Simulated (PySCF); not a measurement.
An equivalent PySCF input for Ga²⁺ (gallium, charge +2), [Ar] 3d10 4s1, 2S determinant, with scalar relativity by spin-free X2C-1e:

```python
from pyscf import gto, scf, dft, mp, cc
import basis_set_exchange as bse
mol = gto.M(atom="Ga 0 0 0", charge=2, spin=1, symmetry="D2h",
            basis=gto.basis.parse(bse.get_basis("aug-cc-pVQZ-DK", elements=["Ga"], fmt="nwchem")),
            nucmod="G")
mf = dft.UKS(mol, xc="TPSSH").sfx2c1e()
mf.irrep_nelec = {'Ag': (6, 5), 'B1g': (1, 1), 'B2g': (1, 1), 'B3g': (1, 1), 'B1u': (2, 2), 'B2u': (2, 2), 'B3u': (2, 2)}
mf.kernel()
```

It reaches the same state as the run whose output follows, with an energy that differs only through the grid. The run itself started from symmetry-adapted Hartree-Fock orbitals and held the occupation by maximum overlap, on a logarithmic radial grid, so the iterations belong to that start.

```
SCF conv_tol = 1e-09
number electrons alpha = 15  beta = 14
XC functionals = TPSSH
    V. N. Staroverov, G. E. Scuseria, J. Tao, and J. P. Perdew.,  J. Chem. Phys. 119, 12129 (2003)
cycle= 1 E= -1942.8237274615  delta_E= -0.00292  |g|= 0.198  |ddm|= 2.32
cycle= 2 E= -1942.82103124532  delta_E= 0.0027  |g|= 0.231  |ddm|= 2.68
cycle= 3 E= -1942.83035100719  delta_E= -0.00932  |g|= 0.00129  |ddm|= 1.35
cycle= 4 E= -1942.8303513038  delta_E= -2.97e-07  |g|= 3.31e-05  |ddm|= 0.00981
cycle= 5 E= -1942.83035130412  delta_E= -3.17e-10  |g|= 1.33e-05  |ddm|= 0.000542
converged SCF energy = -1942.83035130412  <S^2> = 0.75069621  2S+1 = 2.0006961
```
